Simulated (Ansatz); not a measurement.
C$_{2}$H$_{3}$BFN, SMILES `FB1CC=N1` at its PBE0-D4/def2-TZVP geometry, where that method's forces vanish. Total charge 0; spin multiplicity 1.

| atom | x (Å) | y (Å) | z (Å) |
| --- | --- | --- | --- |
| F1 | -1.484 | 0.544 | 1.739 |
| B2 | -0.804 | 0.121 | 0.703 |
| C3 | 0.509 | 0.581 | -0.070 |
| C4 | 0.155 | -0.783 | -0.623 |
| N5 | -0.969 | -1.114 | -0.081 |
| H6 | 0.419 | 1.391 | -0.796 |
| H7 | 1.462 | 0.669 | 0.456 |
| H8 | 0.713 | -1.410 | -1.327 |

Problem. For each bond, give half the difference of the two atoms' forces along it (eV/Å; positive pushes the atoms apart) under PBE-D4, r2SCAN-D4, B3LYP-D4, ωB97M-V in def2-TZVPP. (Best estimate.)

Solution. The calculation gave: 
| bond | length (Å) | PBE-D4 | r2SCAN-D4 | B3LYP-D4 | ωB97M-V |
| --- | --- | --- | --- | --- | --- |
| F1–B2 | 1.309 | 0.40 | 0.14 | 0.07 | 0.15 |
| B2–C3 | 1.592 | -0.09 | -0.02 | 0.09 | 0.07 |
| B2–N5 | 1.472 | 0.26 | 0.10 | 0.01 | -0.02 |
| C3–C4 | 1.514 | -0.02 | 0.07 | 0.24 | 0.27 |
| C3–H6 | 1.092 | 0.09 | -0.04 | -0.08 | -0.13 |
| C3–H7 | 1.092 | 0.07 | -0.04 | -0.08 | -0.13 |
| C4–N5 | 1.291 | 0.71 | 0.29 | 0.14 | 0.01 |
| C4–H8 | 1.095 | -0.02 | -0.05 | -0.25 | -0.21 |

B3LYP here is the variant with VWN-RPA as its local correlation; programs differ in this.

Computed with Ansatz.
